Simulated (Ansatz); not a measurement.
`FC(Cl)CI` + H₂ → `CC(F)Cl` + HI at 298.15 K and 1 bar (hydrogenolysis of a C–I bond).

Computed with Ansatz on PBE0-D4/def2-TZVP structures; ΔE is electronic, products minus reactants. CCSD(T)/CBS is the MP2 limit (def2-TZVPP, def2-QZVPP) plus CCSD(T) − MP2 in def2-TZVPP, frozen cores. This one scheme is used for every species. def2 core potentials past Kr. For I outer-core shells are correlated without core-valence functions, which leaves a few kJ/mol of doubt a bond. Each species was taken in one conformer, which may not be the lowest.

| species | CCSD(T)/CBS energy (Eh) | H − E (kJ/mol) | S (J/(mol·K)) |
| --- | --- | --- | --- |
| `FC(Cl)CI` | -934.91641 | 147.0 | 343.0 |
| H₂ | -1.17544 | 35.1 | 130.4 |
| `CC(F)Cl` | -638.08166 | 169.4 | 292.4 |
| HI | -298.03592 | 22.7 | 206.5 |

H − E and S are ideal-gas, rigid-rotor, harmonic terms from PBE0-D4/def2-TZVP, for one conformer and one mirror image of each species. For small species the MP2-based limit differs from directly extrapolated CCSD(T) by up to some mEh (0.8 for H₂); such offsets cancel only in part. 1 Eh = 2625.50 kJ/mol, R = 8.31446 J/(mol·K).

**Question.** By hand: ΔE, ΔH, ΔS and ΔG.

**Answer.** ΔE = (-638.08166) + (-298.03592) − (-934.91641) − (-1.17544) = -0.02573 Eh = -67.6 kJ/mol. Δ(H − E) = 169.4 + 22.7 − 147.0 − 35.1 = 10.0, so ΔH = -57.6 kJ/mol. ΔS = 292.4 + 206.5 − 343.0 − 130.4 = 25.5 J/(mol·K). ΔG = -57.6 − 298.15 × (25.5)/1000 = -65.2 kJ/mol.

**Question.** By hand: the equilibrium constant, and the temperature at which ΔG would vanish if ΔH and ΔS stayed fixed.

**Answer.** log₁₀ K = −ΔG/(RT ln 10) = 11.4. ΔH and −TΔS have one sign here, so there is no such temperature.

ΔH outweighs TΔS. A doubt of 5 kJ/mol in ΔE shifts log₁₀ K by 0.9 here. Other conformers and mirror images would add mixing entropy, several J/(mol·K) or more a flexible species. These are equilibria of isolated gas molecules and say nothing of rates. Largest T1 diagnostic: 0.010 (customary marks: 0.02 for closed shells, 0.045 for open ones).
